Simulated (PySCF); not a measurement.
C₃H₇ClOSi, SMILES C[Si@H](C(=C)Cl)O. Heavy atoms are numbered as in [CH2:1]=[C:2]([Cl:3])[Si@@H:4]([CH3:5])[OH:6]. Hydrogens are named by the atom that carries them.

Geometry optimised at TPSSh-D3(BJ)/def2-SVP. The structure was generated by enumeration; whether it is a known compound was not checked. One conformer was computed; it need not be the lowest.

Method: PySCF with PBE0/pcSseg-1.

GIAO shieldings, no solvent; atoms alike by connectivity are averaged. δ = σ(ref) − σ: ¹³C against TMS (σ = 186.3 ppm); ³⁵Cl against HCl (σ = 945.9 ppm); ²⁹Si against TMS (σ = 352.7 ppm); ¹⁷O against H2O (σ = 334.2 ppm); ¹H against TMS (σ = 31.56 ppm), references at their B3LYP-D3(BJ)/def2-TZVP geometries, non-relativistic (without spin–orbit terms, shifts of atoms bonded to Cl or Br come out too high).

```tsv
nucleus	atoms	count	δ (ppm)
¹³C	C2	1	161.2
¹³C	C1 (CH2)	1	137.2
¹³C	C5 (CH3)	1	-1.1
³⁵Cl	Cl3	1	239.4
²⁹Si	Si4 (SiH)	1	-8.1
¹⁷O	O6 (OH)	1	36.4
¹H	H on C1	2	6.54
¹H	H on Si4	1	5.15
¹H	H on O6	1	1.65
¹H	H on C5	3	0.71
```
